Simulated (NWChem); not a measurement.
Species: BCl

Program: NWChem. Geometry: optimised at PBE0/def2-SVP. Total energies compare along this basis series because the functional is fixed.

| level | basis functions | energy (Ha) | highest occupied level (eV) | orbital gap (eV) | dipole (D) | relative time |
|---|---|---|---|---|---|---|
| PBE0/cc-pVDZ | 32 | -484.7985 | -7.39 | 5.64 | 1.55 | 1 |
| PBE0/aug-cc-pVDZ | 50 | -484.8015 | -7.52 | 5.60 | 1.54 | 1 |
| PBE0/cc-pVTZ | 64 | -484.8179 | -7.46 | 5.59 | 1.60 | 2 |
| PBE0/aug-cc-pVTZ | 96 | -484.8186 | -7.50 | 5.57 | 1.57 | 4 |
| PBE0/cc-pVQZ | 114 | -484.8232 | -7.48 | 5.57 | 1.58 | 6 |

Relative times are rough (shared machine, one core).
